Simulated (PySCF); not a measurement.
**Spin-rotation constants: SMILES C=CCC1=C(F)C1, C$_{6}$H$_{7}$F**

Molfile (atoms numbered from 1):
```
C6H7F
     RDKit          3D

 14 14  0  0  0  0  0  0  0  0999 V2000
    0.3275   -2.4125    0.1583 C   0  0  0  0  0  0  0  0  0  0  0  0
    0.8805   -1.2197    0.0586 C   0  0  0  0  0  0  0  0  0  0  0  0
    0.4959   -0.0372    0.9051 C   0  0  0  0  0  0  0  0  0  0  0  0
   -0.0829    1.0153    0.0507 C   0  0  0  0  0  0  0  0  0  0  0  0
   -0.0011    2.0435   -0.7311 C   0  0  0  0  0  0  0  0  0  0  0  0
    0.7110    2.9915   -1.3181 F   0  0  0  0  0  0  0  0  0  0  0  0
   -1.3805    1.5053   -0.5923 C   0  0  0  0  0  0  0  0  0  0  0  0
    0.6275   -3.2329   -0.4708 H   0  0  0  0  0  0  0  0  0  0  0  0
   -0.4457   -2.6235    0.8790 H   0  0  0  0  0  0  0  0  0  0  0  0
    1.6506   -1.0251   -0.6754 H   0  0  0  0  0  0  0  0  0  0  0  0
    1.3856    0.3569    1.4054 H   0  0  0  0  0  0  0  0  0  0  0  0
   -0.2351   -0.3399    1.6574 H   0  0  0  0  0  0  0  0  0  0  0  0
   -1.8251    0.9440   -1.4076 H   0  0  0  0  0  0  0  0  0  0  0  0
   -2.1088    2.0339    0.0138 H   0  0  0  0  0  0  0  0  0  0  0  0
  1  2  2  0
  2  3  1  0
  3  4  1  0
  4  5  2  0
  5  6  1  0
  5  7  1  0
  7  4  1  0
  1  8  1  0
  1  9  1  0
  2 10  1  0
  3 11  1  0
  3 12  1  0
  7 13  1  0
  7 14  1  0
M  END
```

Method: PySCF 2.14.0, GIAO PBE0/pcSseg-1 magnetisability, rotational g tensor and spin-rotation constants, non-relativistic, gas phase. Geometry: GFN2-xTB.

Task: Give the nuclear spin-rotation constants along the inertial axes (H = +C I·J) beside the isotropic shieldings.

Result: Rotational constants 6.2362, 1.3047, 1.2147 GHz. A star marks the isotopologue with that one atom substituted, in its own axes.
| atom | isotope | Caa (kHz) | Cbb (kHz) | Ccc (kHz) | mean (kHz) | σ (ppm) |
| --- | --- | --- | --- | --- | --- | --- |
| F6 | 19F | 8.011 | 1.472 | 0.108 | 3.197 | 325.5 |
| H8 | 1H | -0.280 | -0.114 | 0.006 | -0.129 | 26.4 |
| H9 | 1H | -0.523 | 0.023 | -0.071 | -0.191 | 26.2 |
| H10 | 1H | -0.563 | 0.029 | -0.060 | -0.198 | 25.8 |
| H11 | 1H | -0.658 | -0.023 | -0.051 | -0.244 | 28.3 |
| H12 | 1H | -0.495 | -0.036 | -0.082 | -0.204 | 28.8 |
| H13 | 1H | -0.618 | -0.104 | -0.005 | -0.242 | 29.8 |
| H14 | 1H | -0.558 | -0.027 | -0.090 | -0.225 | 29.8 |
| C1 | 13C* | 1.628 | 0.405 | 0.395 | 0.809 | 63.5 |
| C2 | 13C* | 1.766 | 0.456 | 0.431 | 0.884 | 45.1 |
| C3 | 13C* | 1.075 | 0.227 | 0.180 | 0.494 | 153.0 |
| C4 | 13C* | 1.258 | 0.467 | 0.201 | 0.642 | 103.4 |
| C5 | 13C* | 1.453 | 0.681 | 0.334 | 0.823 | 35.0 |
| C7 | 13C* | 0.921 | 0.269 | 0.111 | 0.434 | 163.5 |

For the geometry as given, no vibrational averaging.

Task: How do the rotational constants and the g tensor change when H8, H9, H10, H11, H12, H13, H14 are replaced by deuterium?

Result: Constants 4.9386, 1.1783, 1.0955 GHz; g -0.0329, -0.0113, -0.0062, against -0.0419, -0.0123, -0.0067 before.
